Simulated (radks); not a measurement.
Trend from K to Kr: ionisation energy by Delta-SCF between NIST ground configurations, and size. All-electron calculation, Dirac Kohn-Sham, PBE, spin-unpolarised, spherical densities, finite nucleus; open shells fill j = l - 1/2 first; Fermi nuclear charge, rms radius of each element as measured or else 0.836 A^(1/3) + 0.57 fm. Program: a radial shooting solver on a logarithmic mesh with Libxc functionals.

[
 {"species": "K", "configuration": "[Ar] 4s1", "configuration of the ion": "[Ar]", "IE (eV)": "4.314", "NIST (eV)": "4.341", "kind": "exp.", "outermost": "4s1/2", "<r> outermost (bohr)": "5.01"},
 {"species": "Ca", "configuration": "[Ar] 4s2", "configuration of the ion": "[Ar] 4s1", "IE (eV)": "6.309", "NIST (eV)": "6.113", "kind": "exp.", "outermost": "4s1/2", "<r> outermost (bohr)": "4.02"},
 {"species": "Sc", "configuration": "[Ar] 3d1 4s2", "configuration of the ion": "[Ar] 3d1 4s1", "IE (eV)": "6.895", "NIST (eV)": "6.561", "kind": "exp.", "outermost": "4s1/2", "<r> outermost (bohr)": "3.72"},
 {"species": "Ti", "configuration": "[Ar] 3d2 4s2", "configuration of the ion": "[Ar] 3d2 4s1", "IE (eV)": "7.344", "NIST (eV)": "6.828", "kind": "exp.", "outermost": "4s1/2", "<r> outermost (bohr)": "3.51"},
 {"species": "V", "configuration": "[Ar] 3d3 4s2", "configuration of the ion": "[Ar] 3d4", "IE (eV)": "7.176", "NIST (eV)": "6.746", "kind": "exp.", "outermost": "4s1/2", "<r> outermost (bohr)": "3.35"},
 {"species": "Cr", "configuration": "[Ar] 3d5 4s1", "configuration of the ion": "[Ar] 3d5", "IE (eV)": "6.896", "NIST (eV)": "6.767", "kind": "exp.", "outermost": "4s1/2", "<r> outermost (bohr)": "3.44"},
 {"species": "Mn", "configuration": "[Ar] 3d5 4s2", "configuration of the ion": "[Ar] 3d5 4s1", "IE (eV)": "8.412", "NIST (eV)": "7.434", "kind": "exp.", "outermost": "4s1/2", "<r> outermost (bohr)": "3.10"},
 {"species": "Fe", "configuration": "[Ar] 3d6 4s2", "configuration of the ion": "[Ar] 3d6 4s1", "IE (eV)": "8.726", "NIST (eV)": "7.902", "kind": "exp.", "outermost": "4s1/2", "<r> outermost (bohr)": "2.99"},
 {"species": "Co", "configuration": "[Ar] 3d7 4s2", "configuration of the ion": "[Ar] 3d8", "IE (eV)": "6.561", "NIST (eV)": "7.881", "kind": "exp.", "outermost": "4s1/2", "<r> outermost (bohr)": "2.89"},
 {"species": "Ni", "configuration": "[Ar] 3d8 4s2", "configuration of the ion": "[Ar] 3d9", "IE (eV)": "6.421", "NIST (eV)": "7.640", "kind": "exp.", "outermost": "4s1/2", "<r> outermost (bohr)": "2.81"},
 {"species": "Cu", "configuration": "[Ar] 3d10 4s1", "configuration of the ion": "[Ar] 3d10", "IE (eV)": "8.149", "NIST (eV)": "7.726", "kind": "exp.", "outermost": "4s1/2", "<r> outermost (bohr)": "2.94"},
 {"species": "Zn", "configuration": "[Ar] 3d10 4s2", "configuration of the ion": "[Ar] 3d10 4s1", "IE (eV)": "9.889", "NIST (eV)": "9.394", "kind": "exp.", "outermost": "4s1/2", "<r> outermost (bohr)": "2.65"},
 {"species": "Ga", "configuration": "[Ar] 3d10 4s2 4p1", "configuration of the ion": "[Ar] 3d10 4s2", "IE (eV)": "5.767", "NIST (eV)": "5.999", "kind": "exp.", "outermost": "4p1/2", "<r> outermost (bohr)": "3.39"},
 {"species": "Ge", "configuration": "[Ar] 3d10 4s2 4p2", "configuration of the ion": "[Ar] 3d10 4s2 4p1", "IE (eV)": "7.532", "NIST (eV)": "7.899", "kind": "exp.", "outermost": "4p1/2", "<r> outermost (bohr)": "2.87"},
 {"species": "As", "configuration": "[Ar] 3d10 4s2 4p3", "configuration of the ion": "[Ar] 3d10 4s2 4p2", "IE (eV)": "8.979", "NIST (eV)": "9.789", "kind": "exp.", "outermost": "4p3/2", "<r> outermost (bohr)": "2.58"},
 {"species": "Se", "configuration": "[Ar] 3d10 4s2 4p4", "configuration of the ion": "[Ar] 3d10 4s2 4p3", "IE (eV)": "10.657", "NIST (eV)": "9.752", "kind": "exp.", "outermost": "4p3/2", "<r> outermost (bohr)": "2.32"},
 {"species": "Br", "configuration": "[Ar] 3d10 4s2 4p5", "configuration of the ion": "[Ar] 3d10 4s2 4p4", "IE (eV)": "12.346", "NIST (eV)": "11.814", "kind": "exp.", "outermost": "4p3/2", "<r> outermost (bohr)": "2.12"},
 {"species": "Kr", "configuration": "[Kr]", "configuration of the ion": "[Ar] 3d10 4s2 4p5", "IE (eV)": "14.058", "NIST (eV)": "14.000", "kind": "exp.", "outermost": "4p3/2", "<r> outermost (bohr)": "1.96"}
]

Reference values: NIST Atomic Spectra Database (measured). Spin polarisation and multiplet splitting are left out, so open shells lie too high by an amount that depends on their filling.

Beside tabulated values, note that spin-unpolarised runs miss the spin-polarisation part of the exchange energy of open shells.
